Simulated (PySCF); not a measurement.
`C[AsH][C@H](C)C(C)=O`, C5H11AsO

Geometry (Å), atoms numbered from 1 in this order:
```xyz
18

C     2.1264    0.3866    1.3120
As    1.6215    0.9739   -0.5003
C    -0.0292   -0.1568   -0.6425
C    -0.6031   -0.0768   -2.0576
C    -0.9868    0.4739    0.3215
C    -1.8998   -0.4520    1.0787
O    -0.9939    1.6732    0.4811
H     3.1711    0.6268    1.5060
H     1.5163    0.9177    2.0421
H     1.9837   -0.6858    1.4422
H     2.4807   -0.0697   -1.1898
H     0.1592   -1.2044   -0.3818
H     0.1403   -0.4141   -2.7810
H    -1.4943   -0.6974   -2.1578
H    -0.8666    0.9547   -2.2905
H    -1.3026   -1.0336    1.7806
H    -2.6456    0.1147    1.6302
H    -2.3860   -1.1445    0.3951
```

Computed, not measured: PySCF 2.14.0, TDDFT wB97X-D/def2-SVPD circular dichroism and optical rotation, one conformer, gas phase. Geometry: GFN2-xTB.

The molecule is flexible and this is one conformer; a measurement averages over conformers. The calculation is non-relativistic, which matters for the atoms heavier than Zn.

(1) Draw the ECD and absorption spectra from the lowest 8 states, each a Gaussian of half-width 0.35 eV at 1/e height.

Answers

(1) 
```tsv
E (eV)	λ (nm)	Δε (L mol⁻¹ cm⁻¹)	ε (L mol⁻¹ cm⁻¹)
3.91	317	-0.47	17.6
4.01	309	-0.97	36.6
4.11	301	-1.72	64.8
4.21	294	-2.59	97.5
4.31	287	-3.31	125
4.41	281	-3.59	135
4.51	275	-3.31	125
4.61	269	-2.59	97.7
4.71	263	-1.71	66
4.81	258	-0.94	42
4.91	252	-0.36	37.9
5.01	247	+0.15	71.6
5.11	242	+0.84	176
5.21	238	+2.06	398
5.31	233	+4.03	772
5.41	229	+6.67	1270
5.51	225	+9.35	1790
5.61	221	+11.16	2140
5.71	217	+11.34	2190
5.81	213	+9.91	1980
5.91	210	+7.66	1690
6.01	206	+5.65	1610
6.11	203	+4.55	1940
6.21	200	+4.36	2710
6.31	196	+4.59	3710
6.41	193	+4.93	4660
6.51	190	+5.61	5340
6.61	187	+7.06	5770
6.71	185	+8.91	6220
6.81	182	+9.51	6980
6.91	179	+6.93	8140
7.01	177	+0.89	9420
7.11	174	-6.48	10300
7.21	172	-11.94	10200
7.31	170	-13.51	8950
7.41	167	-11.64	6920
```
Δε uses R in velocity form, ε uses f in length form. Only the states computed contribute, so the short-wavelength end is incomplete.
